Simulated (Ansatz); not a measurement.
Ideal-gas functions of F$_{2}$GeH$_{4}$Si (`F[SiH](F)[GeH3]`) at 800 K and 1 bar, from an Ansatz frequency run at PBE0-D4/def2-TZVP.

Molar mass 142.72 g/mol, point group Cs (symmetry number 1), electronic degeneracy 1, moments of inertia 79.34, 288.917, 340.436 u Å². Harmonic wavenumbers (cm⁻¹, unscaled): 75, 138, 182, 301, 363, 457, 489, 772, 815, 831, 873, 877, 890, 945, 2155, 2163, 2169, 2248.

Use S(trans) = R[1.5 ln M + 2.5 ln T − 1.1517]; rotational temperatures θ = 24.2544 K / I; S(rot) = R[ln(√π/σ · √(T³/θAθBθC)) + 1.5]; for each mode x = 1.438777 ν̃/T, S = R[x/(eˣ − 1) − ln(1 − e⁻ˣ)] and H = RT x/(eˣ − 1); 1 cm⁻¹ = 0.0119627 kJ/mol; R = 8.31446 J/(mol·K).

Task: By hand: the entropy, in J/(mol·K).

Result: Translation 191.2. Rotation: θ = 0.3057, 0.0839, 0.0712 K, giving 126.8. Vibration, mode by mode: 24.98, 19.92, 17.64, 13.52, 12.01, 10.18, 9.65, 6.22, 5.84, 5.71, 5.37, 5.34, 5.24, 4.84, 0.86, 0.85, 0.84, 0.75, in all 149.7. Electronic 0.0. Sum 467.7 J/(mol·K).

Task: By hand: H − E and G − E in kJ/mol, counted from the electronic energy.

Result: Zero-point energy ½ × 16743 × 0.0119627 = 100.1; thermal vibration 57.5; translation, rotation and pV give 4 RT = 26.6. H − E = 184.2 kJ/mol, and G − E = 184.2 − 800 × 467.7/1000 = -190.0 kJ/mol.

Vibration gives 32 % of the entropy, 44.9 J/(mol·K) of it from the modes under 150 cm⁻¹: soft modes count most, and the harmonic formula is weakest for them.
